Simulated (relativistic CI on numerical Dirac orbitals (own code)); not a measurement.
V³⁺ in a cubic cluster: L2,3 absorption with charge transfer

Computed with a charge-transfer multiplet model of a cubic metal-ligand cluster with up to one ligand hole, Slater and spin-orbit integrals from Dirac-Coulomb-Breit ions, Slater integrals scaled by 0.8. The parameters are those of a tetrahedral site (10Dq negative, t2 hopping the larger). The ground state mixes d2 with configurations of k ligand holes L, whose averages lie at kΔ + k(k − 1)U_dd/2; a core hole lowers each added d electron by U_cd. 300 K, Lorentzian 0.4 eV and Gaussian 0.3 eV FWHM.

Atomic integrals in eV (Slater integrals scaled, ζ unscaled), ground: F2dd 8.057, F4dd 5.049, zeta_d 0.024; with the core hole: F2dd 8.721, F4dd 5.468, zeta_d 0.036, zeta_core 4.610, F2cd 4.876, G1cd 3.590, G3cd 2.038.

Cluster parameters (eV): U_dd = 5.5, U_cd = 6.6, 10Dq = -0.3, 10Dq(ligand) = 0, V(eg) = 1.5, V(t2g) = -2.55, final-state hopping factor = 1.

```json
{"Case": "Δ = 5.9 eV", "n_d": "2.30", "d2": "0.70", "d3L": "0.30", "S": "1.00"}
{"Case": "Δ = 6.9 eV", "n_d": "2.27", "d2": "0.73", "d3L": "0.27", "S": "1.00"}
{"Case": "Δ = 8.9 eV", "n_d": "2.22", "d2": "0.78", "d3L": "0.22", "S": "1.00"}
```

Weights, n_d and S are thermal averages at 300 K. Photon energies count from the first peak over 30 % of the highest in each spectrum, which can be another peak from case to case. The parameters are a model scan and need not match a compound or its usual spin state. Peaks in eV (height, largest 100):
- Δ = 5.9 eV: -2.3 (7), 0.0 (100), 1.4 (23), 2.0 (28), 5.0 (32), 5.9 (44), 7.5 (57)
- Δ = 6.9 eV: -2.4 (7), 0.0 (100), 1.3 (23), 1.9 (27), 4.9 (30), 5.9 (45), 7.5 (55)
- Δ = 8.9 eV: -2.4 (7), 0.0 (100), 1.4 (24), 2.0 (27), 4.9 (33), 5.9 (46), 7.5 (61)

For the case Δ = 5.9 eV, Δ = 5.9 eV is larger than U_dd = 5.5 eV, the Mott-Hubbard side of the Zaanen-Sawatzky-Allen scheme. With the core hole the configuration with one ligand hole lies at Δ + U_dd − U_cd = 4.8, 5.8, 7.8 eV from the one without, in the order of the table; where this is negative the screened configuration lies lower, though the effective hopping of about 6.5 eV (from the holes of the mixed ground state) mixes the two strongly wherever it is as large as the gap.

With at most 1 ligand hole the space is cut while the next configuration still counts, so covalency is underestimated, and a final configuration with one more ligand hole, which can lie low, is missing from the spectra.
